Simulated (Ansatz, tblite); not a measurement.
Removing and adding an electron: Cd₁₀Te₁₀H₃₀. Total charge 0; singlet. Geometry: PBE-D4/def2-SVP. Ansatz, gas phase; energy differences of separate SCF runs; the oxidised species was run as a doublet alone; the reduced species was run as a doublet alone.

Cartesian coordinates in Å:
```
Cd 1.387 -0.096 3.744
Cd -0.650 5.310 1.408
Cd 3.925 -0.888 0.402
Cd 2.113 3.401 -3.685
Cd -2.920 3.141 3.143
Cd 0.228 -3.484 1.296
Cd -5.082 -1.037 -0.615
Cd -0.657 0.852 -0.638
Cd 1.995 -0.061 -4.514
Cd -2.979 -2.815 -2.865
Te 0.974 2.866 3.005
Te -1.594 -0.239 4.312
Te 1.129 -0.800 0.999
Te 0.326 3.502 -1.048
Te 3.824 1.552 -1.449
Te 3.343 -2.582 -2.029
Te -3.122 1.076 0.764
Te -2.763 -2.841 1.000
Te 0.062 -4.599 -1.545
Te -0.600 -0.776 -2.958
H 2.450 -0.386 5.040
H -2.100 4.383 1.688
H 0.493 6.554 1.400
H 5.363 -1.071 1.294
H 2.935 4.876 -3.658
H 1.418 1.890 -4.221
H -1.427 2.380 3.769
H -4.494 3.731 3.402
H 0.559 -4.679 2.471
H -6.428 -1.042 0.402
H -4.031 -1.264 -1.992
H 3.071 -0.256 -3.080
H 1.749 -0.445 -6.155
H -2.349 -3.573 -1.360
H -3.562 -3.007 -4.452
H 1.032 3.507 4.558
H 2.640 3.222 2.827
H -1.507 0.433 5.848
H -1.459 -1.791 5.009
H -1.068 3.810 -1.936
H 4.662 2.630 -0.413
H 5.281 1.199 -2.210
H 4.752 -2.474 -2.941
H 3.946 -4.029 -1.332
H -3.641 2.240 -0.333
H -3.086 -2.706 2.683
H -3.204 -4.463 1.083
H -0.869 -5.846 -0.906
H 1.448 -5.573 -1.307
H -1.515 0.270 -3.901
```

In the def2 sets Cd, Te take a core potential; there is no spin–orbit coupling. The xTB rows come from tblite. HSE06 is defined as in plane-wave codes, on full-range PBE exchange. Single mean-field runs in def2-TZVP are fitted with def2-universal-jkfit. HOMO above LUMO, or a gap near zero within one spin, warns that the state may not be the lowest or that an electron is smeared out.

```csv
level,−HOMO (eV),vertical IE (eV),−LUMO (eV),vertical EA (eV),HOMO–LUMO gap (eV),IE − EA (eV),remarks
PBE-D4/def2-TZVP,5.70,7.11,2.93,1.79,2.77,5.31,"gap within one spin near zero (+1 doublet), gap within one spin near zero (-1 doublet)"
PBE0-D4/def2-TZVP,6.63,7.61,2.23,1.47,4.40,6.14,–
HSE06-D4/def2-TZVP,6.26,7.53,2.58,1.53,3.68,6.00,–
```

(1) Estimate the rows for GFN1-xTB, GFN2-xTB.

Results:

(1) 
```json
{"level": "GFN1-xTB", "−HOMO (eV)": "9.78", "vertical IE (eV)": "11.16", "−LUMO (eV)": "6.45", "vertical EA (eV)": "5.13", "HOMO–LUMO gap (eV)": "3.33", "IE − EA (eV)": "6.03"}
{"level": "GFN2-xTB", "−HOMO (eV)": "10.48", "vertical IE (eV)": "11.73", "−LUMO (eV)": "7.55", "vertical EA (eV)": "6.14", "HOMO–LUMO gap (eV)": "2.93", "IE − EA (eV)": "5.59"}
```

   Raw xTB energy differences between charge states are shifted by several eV; the methods need an empirical correction for them. Sets without diffuse functions give affinities that are too small.
